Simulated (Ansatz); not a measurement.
Gas-phase electronic energies from Ansatz, PBE0-D4/def2-TZVP geometries. CCSD(T)/CBS is the MP2 limit (def2-TZVPP, def2-QZVPP) plus CCSD(T) − MP2 in def2-TZVPP, frozen cores. This one scheme is used for every species. Functionals use def2-TZVPP. One conformer a species, not always the lowest.

`O=C[SiH]([SiH3])S` + SiH₄ → `O=C[SiH]([SiH3])[SiH3]` + H₂S  (formal exchange of groups at the Si–S bond)

| level | ΔE (kcal/mol) |
| --- | --- |
| PBE0-D4 | 11.2 |
| MP2/def2-TZVPP | 14.2 |
| CCSD(T)/def2-TZVPP | 12.0 |
| MP2/def2-QZVPP | 14.5 |

What does CCSD(T)/CBS give? (Estimate.)

Computed: +12.5 kcal/mol. The listed levels differ from it by -1.3, 1.7, -0.5, 2.0 kcal/mol.

Largest T1 diagnostic among the species: 0.016.

CCSD(T)/CBS has its own doubt, a few kJ/mol and more with outer-core shells, so smaller differences from it don't rank the levels.
